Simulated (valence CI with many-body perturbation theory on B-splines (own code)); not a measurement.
Values are calculated unless marked as measured or tabulated.
**From CI to CI+MBPT in Tl65+**

Level of theory: valence CI with perturbative core correlation (CI+MBPT): six valence electrons over a frozen Dirac-Fock core [Ne], a basis of 9 s, 9 p, 8 d, 6 f, 3 g, 1 h functions for each j, with the one-electron correlation potential Σ1 (screened to all orders), the two-electron term Σ2, the three-electron term Σ3, Breit, model QED; selected single and double excitations, second order for the rest, scaled by the run's own slope (own B-spline code, finite nucleus).

No measured spectrum was set against this ion. As an estimate, large intervals hold to a few tenths of a per cent, small ones and those within an open d or f shell to about a per cent. Among the levels kept, up to 1100 cm⁻¹ of a level comes from second order outside the variational space, and about a tenth of that is noise between levels of different J, which matters for small intervals.

Each rung adds one term. CI alone is the Dirac-Coulomb CI over the frozen core; QED comes last and gives the full result, which names the levels. Energies are above (3s^2 3p1/2^2 3p3/2^2) J=2 on the same rung, in × 10³ cm⁻¹.

Levels are named by their leading jj configuration (3d3/2^4 stands for four electrons in 3d with j = 3/2), which in mixed levels can hold well under half, so a name can repeat and another be missing.

```tsv
Level	CI alone	+ Σ1	+ Σ2	+ Σ3	+ Breit	Full
(3s^2 3p1/2^2 3p3/2^2) J=0	174.84	174.85	174.61	174.17	179.83	179.77
(3s^2 3p1/2^2 3p3/2 3d3/2) J=2	2153.7	2151.5	2148.4	2146.4	2140.2	2129.5
(3s^2 3p1/2^2 3p3/2 3d3/2) J=1	2232.9	2230.7	2227.3	2225.0	2220.2	2209.4
(3s^2 3p1/2^2 3p3/2 3d3/2) J=0	2227.4	2225.2	2222.3	2220.3	2221.6	2210.9
(3s^2 3p1/2^2 3p3/2 3d3/2) J=3	2241.9	2239.7	2236.4	2234.1	2222.5	2211.9
(3s^2 3p1/2^2 3p3/2 3d5/2) J=4	3200.7	3200.1	3197.5	3195.1	3159.2	3151.1
(3s^2 3p1/2^2 3p3/2 3d5/2) J=2	3267.2	3266.6	3262.7	3260.0	3228.8	3220.4
(3s^2 3p1/2^2 3p3/2 3d5/2) J=3	3437.3	3436.7	3430.7	3426.8	3393.3	3385.1
(3s^2 3p1/2^2 3p3/2 3d5/2) J=1	3534.1	3533.5	3528.6	3524.3	3498.6	3490.4
(3s^2 3p1/2^2 3d3/2^2) J=2	4399.0	4394.7	4388.5	4384.1	4371.8	4350.6
(3s^2 3p1/2 3p3/2^3) J=1	4393.7	4395.6	4397.8	4397.7	4350.4	4354.3
(3s^2 3p1/2 3p3/2^3) J=2	4484.4	4486.3	4487.9	4487.5	4435.5	4439.2
(3s^2 3p1/2^2 3d3/2^2) J=0	4615.1	4610.7	4605.1	4600.1	4598.0	4576.6
(3s^2 3p1/2^2 3d3/2 3d5/2) J=3	5489.8	5487.0	5479.7	5474.6	5435.6	5416.7
(3s^2 3p1/2^2 3d3/2 3d5/2) J=2	5588.3	5585.5	5577.9	5572.6	5535.5	5516.6
(3s^2 3p1/2^2 3d3/2 3d5/2) J=4	5642.4	5639.7	5632.4	5626.8	5578.2	5559.3
(3s^2 3p1/2^2 3d3/2 3d5/2) J=1	5626.1	5623.4	5615.7	5610.4	5582.9	5563.9
(3s 3p1/2^2 3p3/2^3) J=2	6124.0	6123.6	6123.0	6124.2	6109.2	6069.0
(3s 3p1/2^2 3p3/2^3) J=1	6299.3	6299.0	6297.5	6297.9	6271.2	6244.1
```

Task: How does the ionisation energy move along the ladder, and which term matters most?

Result: CI alone 7438.6, + Σ1 7439.6, + Σ2 7439.9, + Σ3 7439.0, + Breit 7432.0, + QED 7431.1 eV. The largest step is Breit, -7.0 eV. NIST lists 7430 ± 30 eV (theoretical).
